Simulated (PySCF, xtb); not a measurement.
F2GeH4Si, SMILES F[SiH](F)[GeH3].

Harmonic wavenumbers (cm⁻¹) from GFN2-xTB in xtb at its own minimum, in rising order: 2, 125, 164, 240, 378, 418, 434, 621, 656, 800, 849, 863, 882, 883, 1998, 2076, 2083, 2371.

**Question.** What does PBE-D3(BJ)/def2-SVP in PySCF 2.14.0 give at its own minimum? (An estimate is asked for; the answer gives what the named calculation found.)

**Answer.** 80, 122, 167, 286, 351, 446, 474, 745, 789, 794, 843, 845, 860, 930, 2081, 2096, 2101, 2187. Paired by order, the mean absolute difference is 49 cm⁻¹ and the zero-point energies are 22.6 and 23.2 kcal/mol.
